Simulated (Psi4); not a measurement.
Cl3Ga (SMILES [Cl][Ga]([Cl])[Cl]), singlet, at a GFN2-xTB geometry (such geometries of metal compounds can be far from the true shape); HF/6-31G (Psi4).

The Psi4 input:
```
memory 2 GB

molecule {
0 1
Ga    0.00000000    0.00000000   -0.00000000
Cl   -1.75999983   -1.10581726   -0.20820478
Cl    0.10032532    1.95214694   -0.73677512
Cl    1.65967451   -0.84632969    0.94497990
}

set {
  basis 6-31g
  df_basis_scf def2-universal-jkfit
}

energy('scf')
print_variables()
```

What the program printed (banner, timings and long lists left out):

```
   => Loading Basis Set <=

    Name: 6-31G
    Role: ORBITAL
    Keyword: BASIS

         ---------------------------------------------------------
                                   SCF
               by Justin Turney, Rob Parrish, Andy Simmonett
                          and Daniel G. A. Smith
                              RHF Reference
         ---------------------------------------------------------

  ==> Geometry <==

    Molecular point group: c2v
    Full point group: C1v

    Geometry (in Angstrom), charge = 0, multiplicity = 1:

       Center              X                  Y                   Z               Mass
    ------------   -----------------  -----------------  -----------------  -----------------
         GA           0.000000000000     0.000000000000     0.000000000940    68.925573500000
         CL           0.000000000000     0.000000000000    -2.088966355808    34.968852682000
         CL          -0.000000000000     1.809097931596     1.044483176978    34.968852682000
         CL           0.000000000000    -1.809097931596     1.044483176978    34.968852682000

  Running in c2v symmetry.

  Rotational constants: A =      0.07365  B =      0.07365  C =      0.03682 [cm^-1]
  Rotational constants: A =   2207.91152  B =   2207.91152  C =   1103.95576 [MHz]
  Nuclear repulsion =  527.301711579100925

  Charge       = 0
  Multiplicity = 1
  Electrons    = 82
  Nalpha       = 41
  Nbeta        = 41

  ==> Algorithm <==

  SCF Algorithm Type is DF.
  DIIS enabled.
  MOM disabled.
  Fractional occupation disabled.
  Guess Type is SAD.
  Energy threshold   = 1.00e-06
  Density threshold  = 1.00e-06
  Integral threshold = 1.00e-12

  ==> Primary Basis <==

  Basis Set: 6-31G
    Blend: 6-31G
    Number of shells: 32
    Number of basis functions: 68
    Number of Cartesian functions: 68
    Spherical Harmonics?: false
    Max angular momentum: 2

   => Loading Basis Set <=

    Name: DEF2-UNIVERSAL-JKFIT
    Role: JKFIT
    Keyword: DF_BASIS_SCF

  ==> Integral Setup <==

  SCF_SUBTYPE=INCORE selected. In-core MEM_DF algorithm will be used.
  Using in-core AOs.

  ==> MemDFJK: Density-Fitted J/K Matrices <==

    J tasked:                   Yes
    K tasked:                   Yes
    wK tasked:                   No
    Algorithm:                 Core
    Schwarz Cutoff:           1E-12
    Mask sparsity (%):       6.5311
    Fitting Condition:        1E-10

   => Auxiliary Basis Set <=

  Basis Set: DEF2-UNIVERSAL-JKFIT
[...]

   @DF-RHF iter SAD: -3297.71983964541323   -3.29772e+03   0.00000e+00
   @DF-RHF iter   1: -3300.07997943725195   -2.36014e+00   6.73050e-02 DIIS/ADIIS
   @DF-RHF iter   2: -3300.76380742222455   -6.83828e-01   5.53159e-02 DIIS/ADIIS
   @DF-RHF iter   3: -3301.46212707769519   -6.98320e-01   7.06345e-03 DIIS/ADIIS
   @DF-RHF iter   4: -3301.47436139240381   -1.22343e-02   2.72592e-04 DIIS/ADIIS
   @DF-RHF iter   5: -3301.47446662664970   -1.05234e-04   8.03593e-05 DIIS
   @DF-RHF iter   6: -3301.47447443408464   -7.80743e-06   1.54517e-05 DIIS
   @DF-RHF iter   7: -3301.47447485887733   -4.24793e-07   1.90242e-06 DIIS
   @DF-RHF iter   8: -3301.47447486559577   -6.71844e-09   3.56799e-07 DIIS
  Energy and wave function converged.

  ==> Post-Iterations <==

    Orbital Energies [Eh]
    ---------------------

    Doubly Occupied:

[...]
    Virtual:

[...]
    Final Occupation by Irrep:
             A1    A2    B1    B2
    DOCC [    19,    3,    7,   12 ]
    NA   [    19,    3,    7,   12 ]
    NB   [    19,    3,    7,   12 ]

  @DF-RHF Final Energy: -3301.47447486559577

   => Energetics <=

    Nuclear Repulsion Energy =            527.3017115791009246
    One-Electron Energy =               -5639.1545205639868072
    Two-Electron Energy =                1810.3783341192900025
    Total Energy =                      -3301.4744748655957665

Computation Completed

Properties will be evaluated at   0.000000,   0.000000,   0.000000 [a0]

Properties computed using the SCF density matrix

 Multipole Moments:

 ------------------------------------------------------------------------------------
     Multipole            Electronic (a.u.)      Nuclear  (a.u.)        Total (a.u.)
 ------------------------------------------------------------------------------------

 L = 1.  Multiply by 2.5417464519 to convert [e a0] to [Debye]
 Dipole X            :          0.0000000           -0.0000000           -0.0000000
 Dipole Y            :          0.0000000            0.0000000            0.0000000
 Dipole Z            :         -0.0000015           -0.0000000           -0.0000015
 Magnitude           :                                                    0.0000015

 ------------------------------------------------------------------------------------

  Variable Map:
  ----------------------------------------------------------------------------
[...]
  Array Variable Map:
  ----------------------------------------------------------------------------
[...]
[...]
```
